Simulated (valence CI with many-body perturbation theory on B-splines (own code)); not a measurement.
Pt LVIII: calculated level list

Method: valence CI with perturbative core correlation (CI+MBPT): three valence electrons over a frozen Dirac-Fock core [Ar], a basis of 9 s, 9 p, 10 d, 8 f, 5 g, 3 h, 1 i functions for each j, with the one-electron correlation potential Σ1 (screened to all orders), the two-electron term Σ2, the three-electron term Σ3, Breit, model QED; selected single and double excitations, second order for the rest (own B-spline code, finite nucleus).

The last digits are not significant, and no measured levels were compared; by estimate large intervals hold to a few tenths of a per cent, small ones and those within an open d or f shell to about a per cent. The list stops below the first excitations out of the core. Only levels of the ground parity were solved; by the run's estimate the other parity begins above the list, which can be wrong where configurations are misplaced.

Levels 1 to 16 of 16, with energies above the lowest level, (3d3/2^3) J=3/2. "Leading %" is the weight of the configuration and term that name the level; weights of strongly mixed levels are sums over their largest components and can fall short. In the jj column 3d3/2^4 stands for four electrons in 3d with j = 3/2. Lifetimes count E1, E2, E3, M1 and M2 decay at the calculated energies, and are blank where another channel may lead or the interval is too uncertain; long ones can be off by a factor of two.

| No. | Configuration | Term | J | E (eV) | Leading % | Lifetime | Second component | Leading jj |
| --- | --- | --- | --- | --- | --- | --- | --- | --- |
| 1 | 3d3 | 4F | 3/2 | 0.00 | 42 |  | 41 % 3d3 2D | 3d3/2^3 (99 %) |
| 2 | 3d3 | 4F | 5/2 | 85.97 | 80 | 132 ns | 17 % 3d3 2D | 3d3/2^2 3d5/2 (99 %) |
| 3 | 3d3 | 4P | 3/2 | 92.58 | 38 | 166 ns | 33 % 3d3 4F | 3d3/2^2 3d5/2 (99 %) |
| 4 | 3d3 | 2H | 9/2 | 96.33 | 48 |  | 41 % 3d3 2G | 3d3/2^2 3d5/2 (100 %) |
| 5 | 3d3 | 2G | 7/2 | 96.79 | 50 | 117 μs | 29 % 3d3 4F | 3d3/2^2 3d5/2 (98 %) |
| 6 | 3d3 | 4P | 1/2 | 98.36 | 57 | 448 ns | 43 % 3d3 2P | 3d3/2^2 3d5/2 (100 %) |
| 7 | 3d3 | 2D | 5/2 | 124.01 | 47 | 1.60 μs | 29 % 3d3 4P | 3d3/2^2 3d5/2 (98 %) |
| 8 | 3d3 | 4F | 7/2 | 181.06 | 69 | 76.1 ns | 29 % 3d3 2G | 3d3/2 3d5/2^2 (99 %) |
| 9 | 3d3 | 4F | 9/2 | 186.05 | 49 | 129 ns | 40 % 3d3 2H | 3d3/2 3d5/2^2 (99 %) |
| 10 | 3d3 | 4P | 3/2 | 191.81 | 40 | 66.2 ns | 37 % 3d3 2D | 3d3/2 3d5/2^2 (100 %) |
| 11 | 3d3 | 2P | 1/2 | 194.97 | 57 | 101 ns | 43 % 3d3 4P | 3d3/2 3d5/2^2 (100 %) |
| 12 | 3d3 | 2H | 11/2 | 196.02 | 100 | 333 ns |  | 3d3/2 3d5/2^2 (100 %) |
| 13 | 3d3 | 4P | 5/2 | 196.27 | 41 | 122 ns | 39 % 3d3 2D | 3d3/2 3d5/2^2 (98 %) |
| 14 | 3d3 | 2F | 7/2 | 206.24 | 77 | 257 ns | 21 % 3d3 2G | 3d3/2 3d5/2^2 (99 %) |
| 15 | 3d3 | 2F | 5/2 | 206.27 | 45 | 198 ns | 39 % 3d3 2D | 3d3/2 3d5/2^2 (99 %) |
| 16 | 3d3 | 2D | 3/2 | 228.54 | 81 | 142 ns | 14 % 3d3 2P | 3d3/2 3d5/2^2 (98 %) |

The ionisation energy to 3d2 3F_2 of the next ion comes out as 5800.7 eV (NIST: 5800 ± 6 eV (theoretical)). All 16 levels together are meant to be complete up to 249.02 eV.
